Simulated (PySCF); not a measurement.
**Where the electron goes**

Compound: C2F4O.
Structure used (PBE0-D3(BJ)/def2-SVP), in Å, numbered top down from 1:
```
atom  x, y, z in Å
O1     1.3285    0.7338   -1.1310
C2     0.7560   -0.0870   -0.5143
F3     1.1225   -1.3560   -0.4496
C4    -0.5131    0.1279    0.3263
F5    -0.2893   -0.2447    1.5806
F6    -1.5046   -0.6048   -0.1670
F7    -0.8609    1.3983    0.3044
```

Method: TDDFT wB97X-D/def2-SVPD, vertical, gas phase, core orbitals frozen in the response (PySCF 2.14.0, density-fitted response routines).

Frontier orbitals with the atoms that hold most of them (Löwdin shares over 4%, at most four atoms; ? is withheld):

```csv
orbital,ε (eV),atoms
HOMO-3,-14.91,"F7 35%, F6 33%, F5 32%"
HOMO-2,-14.41,"F3 34%, F7 21%, O1 17%, C2 11%"
HOMO-1,-14.16,"O1 51%, F3 28%, C2 18%"
HOMO,?,?
LUMO,-0.11,?
LUMO+1,2.12,"C2 36%, C4 19%, F3 13%, O1 11%"
LUMO+2,3.07,"F7 21%, O1 16%, F6 16%, F5 16%"
```

Give the leading atoms of the LUMO.

C2 (bonded to C, F and O) 40%; O1 (bonded to C) 34%; F3 (bonded to C) 10%; C4 (bonded to C and 3 F) 6%. By element: carbon 46%, oxygen 34%, fluorine 10% or more.

Which atoms hold the HOMO, and with what shares?

O1 (bonded to C) 62%; C2 (bonded to C, F and O) 11%; F3 (bonded to C) 9%; C4 (bonded to C and 3 F) 7%. By element: oxygen 62%, carbon 18%, fluorine 9% or more.

What is the HOMO energy, and the HOMO–LUMO gap?

ε(HOMO) = -12.22 eV; the gap is 12.12 eV (0.4453 hartree).

The HOMO–LUMO gap is 12.12 eV. Where does the response calculation put the lowest singlet, and from which orbitals?

S1 is at 5.81 eV (f = 0.0012), 6.30 eV below the gap, made of HOMO→LUMO (97%). 

Give energy, strength and leading configuration of S1, S2, S3 and S5, and follow the Löwdin shares of the leading atoms from the occupied to the empty orbital.

- S1 (5.81 eV, f 0.0012), HOMO→LUMO (97%): O1 62% → 34%, C2 11% → 40%; low, almost dark, from the terminal oxygen into the C=O bond, the pattern of n→π*
- S2 (8.51 eV, f 0.0009), HOMO-2→LUMO (94%): F3 34% → 10%, F7 21% → at most 7%, C2 11% → 40%, O1 17% → 34%
- S3 (9.33 eV, f 0.110), HOMO-1→LUMO (77%): O1 51% → 34%, F3 28% → 10%, C2 18% → 40%
- S5 (9.94 eV, f 0.067), HOMO→LUMO+1 (76%): O1 62% → 11%, C2 11% → 36%, C4 7% → 19%
